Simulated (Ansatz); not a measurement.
`[GeH3][SiH]1CS1` + `[SiH3]S` → `C1[SiH2]S1` + `S[SiH2][GeH3]`  (redistribution)

Computed with Ansatz on PBE0-D4/def2-TZVP structures; ΔE is electronic, products minus reactants. CCSD(T)/CBS adds triple-zeta CCSD(T) − MP2 to the extrapolated MP2 energy (def2 sets, frozen cores). Functionals use def2-TZVPP. B3LYP here is the variant with VWN-RPA as its local correlation; programs differ in this. For Ge outer-core shells are correlated without core-valence functions, which leaves a few kJ/mol of doubt a bond. Scalar relativity is left out up to krypton. Each species was taken in one conformer, which may not be the lowest.

```
             level  ΔE (kJ/mol)  difference from CCSD(T)/CBS
            PBE-D4          5.0                         -0.8
         r2SCAN-D4          5.0                         -0.8
           PBE0-D4          5.1                         -0.7
          B3LYP-D4          5.3                         -0.5
           ωB97X-V          4.8                         -1.0
           ωB97M-V          4.7                         -1.1
            B2PLYP          5.7                         -0.1
               PBE          4.6                         -1.2
            r2SCAN          4.7                         -1.1
              PBE0          4.6                         -1.2
             B3LYP          4.6                         -1.2
     HF/def2-TZVPP          4.9                         -0.9
    MP2/def2-TZVPP          7.9                          2.1
SCS-MP2/def2-TZVPP          7.5                          1.7
   CCSD/def2-TZVPP          5.9                          0.1
CCSD(T)/def2-TZVPP          6.5                          0.7
     HF/def2-QZVPP          4.8                         -1.0
    MP2/def2-QZVPP          7.4                          1.6
SCS-MP2/def2-QZVPP          7.1                          1.3
      HF/CBS(def2)          4.7                         -1.1
     MP2/CBS(def2)          7.1                          1.3
    CCSD/CBS(def2)          5.2                         -0.6
       CCSD(T)/CBS          5.8                            0
```

Largest T1 diagnostic among the species: 0.013.
